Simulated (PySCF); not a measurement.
An unknown gives this computed stick spectrum. Theory: PySCF, TDDFT CAM-B3LYP/def2-SVPD, vertical, gas phase, core orbitals frozen in the response. Geometries: GFN2-xTB, one conformer each.

```
state  E (eV)       f  main configurations (H = HOMO, L = LUMO)
   S1    3.17  0.0024                                 H→L (94%)
   S2    5.41   0.012                               H→L+1 (92%)
   S3    6.40  0.0041                  H→L+2 (70%), H-1→L (21%)
   S4    6.50   0.108                  H-1→L (69%), H→L+2 (14%)
   S5    6.83   0.044                             H-1→L+1 (86%)
   S6    7.35   0.026                  H→L+3 (59%), H→L+6 (11%)
   S7    7.59   0.100     H→L+4 (54%), H→L+6 (15%), H→L+3 (11%)
   S8    7.64   0.013   H-1→L+2 (38%), H-4→L (18%), H-2→L (10%)
```

Problem. Which structure fits? All have the formula C2H7FOSi2.
A. `C=C[Si@@H](F)O[SiH3]`
B. `C[SiH2][Si@@H](F)C=O`
C. `F[Si@H]1CC[SiH2]O1`

Solution. B. Its S1, at 3.17 eV, is the lowest among the candidates; the nearest of the others has S1 at 6.59 eV. S1 is HOMO→LUMO (94%). Löwdin shares by element: HOMO oxygen 47%, carbon 21% or more, silicon 12% or more, hydrogen 10% or more; LUMO carbon 38% or more, oxygen 32%, silicon 14% or more, hydrogen 6% or more. At the same level the other candidates give, for their lowest levels:
- `F[Si@H]1CC[SiH2]O1`: 7.51 eV (f 0.018); 7.84 eV (f 0.007); 7.94 eV (f 0.017); 8.18 eV (f 0.002); 8.31 eV (f 0.052); T1 7.14 eV; HOMO -9.85, LUMO 1.00 eV
- `C=C[Si@@H](F)O[SiH3]`: 6.59 eV (f 0.007); 7.34 eV (f 0.314); 7.68 eV (f 0.011); 7.79 eV (f 0.026); 7.85 eV (f 0.010); T1 4.33 eV; HOMO -9.81, LUMO 0.30 eV

The values belong to the conformer `[CH3:1][SiH2:2][Si@@H:3]([F:4])[CH:5]=[O:6]`: C1–Si2–Si3–F4 -174°, Si2–Si3–C5–O6 57°.
Triplets come from the Tamm–Dancoff approximation.
